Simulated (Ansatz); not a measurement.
Spectroscopic constants of CdTe, multiplicity 3 (an upper state: multiplicity 1 came lower at CCSD(T)/def2-TZVPP on PBE0 minima). No spin–orbit coupling.

Constants: fifth-degree fit in 1/R to seven points, most abundant isotopes. Runs in def2 and cc sets follow the lowest solution found near the PBE0 minimum.

Correlated levels freeze the inner cores; with def2 sets outer-core shells near the valence are correlated too.

The values were computed with Ansatz (a quantum-chemistry and plane-wave program). Each number belongs to the level named beside it. In def2 rows elements past Kr take small-core potentials, without spin–orbit coupling.

Energies at CCSD/def2-TZVPP:

```
R (Å)       E (hartree)
--------  -------------
2.599649  -434.96991214
2.669532  -434.97250836
2.733825  -434.97377372
2.806503  -434.97423754
2.879182  -434.97396790
2.963041  -434.97306962
3.060878  -434.97160310
```

With a reduced mass of 60.6898 u, find the minimum, the force constant and the constants.

A fifth-degree polynomial in 1/R puts the minimum at r_e = 2.8117 Å with force constant 58.5 N/m. Then ω_e = (1/2πc)√(k/μ) = 128 cm⁻¹ and B_e = h/(8π²cμr_e²) = 0.03514 cm⁻¹; the cubic and quartic terms give α_e = 0.00023 and ω_e x_e = 1.1 cm⁻¹.
